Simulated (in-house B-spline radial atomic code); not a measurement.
A fraction x of an electron is removed from 2p in Cl⁵⁺, starting from [Ne] 3s2 and keeping the highest spin. Method: scalar-relativistic (X2C) r2SCAN0, spin-polarised, spherical fractional occupations, Fermi nucleus of rms radius 3.3654 fm. Calculated with an all-electron radial atomic-structure program (B-spline basis).

Caution: exact exchange at fractional occupations of open shells leaves self-interaction of up to several eV.

| x | E(x) - E(0) (eV) | 2p down level (eV) |
| --- | --- | --- |
| 0 | 0.0000 | -285.652 |
| 0.08 | 22.9863 | -289.006 |
| 0.23 | ? | ? |
| 0.32 | ? | ? |
| 0.47 | 138.9105 | -305.521 |
| 0.5 | 148.0954 | -306.802 |
| 0.57 | 169.6763 | -309.797 |
| 0.75 | 226.1353 | -317.533 |
| 0.83 | 251.6761 | -320.987 |
| 0.98 | 300.3113 | -327.488 |
| 1 | 306.8698 | -328.357 |

What belongs in the row x = 0.23?

An energy change of 66.8107 eV; 2p down at -295.327 eV.

What belongs in the row x = 0.32?

An energy change of 93.5616 eV; 2p down at -299.138 eV.

Check Janak's theorem between x = 0.47 and 0.5.

The slope of the energy is 306.16 eV; the orbital levels give 306.16 eV (-ε of the emptying orbital, averaged over the two points).
